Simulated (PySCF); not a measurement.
C₂H₄ClNOSi, SMILES C[Si@@H](Cl)OC#N.

The structure is a stationary point at PBE0-D3(BJ)/def2-SVP. The structure was generated by enumeration; whether it is a known compound was not checked. One conformer was computed; it need not be the lowest.

Two levels are set side by side: PBE/def2-TZVP (PySCF) and CAM-B3LYP/def2-TZVP (PySCF). Same geometry, gas phase. Differences are taken from unrounded values.

```tsv
quantity	CAM-B3LYP	PBE	PBE minus CAM-B3LYP
orbital gap (eV)	11.05	6.22	-4.83
highest occupied level (eV)	-10.18	-7.32	2.86
lowest empty level (eV)	0.87	-1.10	-1.97
dipole moment (D)	4.87	4.75	-0.12
mean polarisability (bohr³)	64.0	67.1	3.1
```

PBE's occupied levels lie high since its potential decays too fast outside the molecule; exact exchange lowers them and widens the gap. Loosely held outer electrons make PBE densities more polarisable. Differences between two approximate levels are no errors against the true value.

Rough cost on one machine, each run with all the roots and properties that it gave: CAM-B3LYP against PBE within a factor of 2.
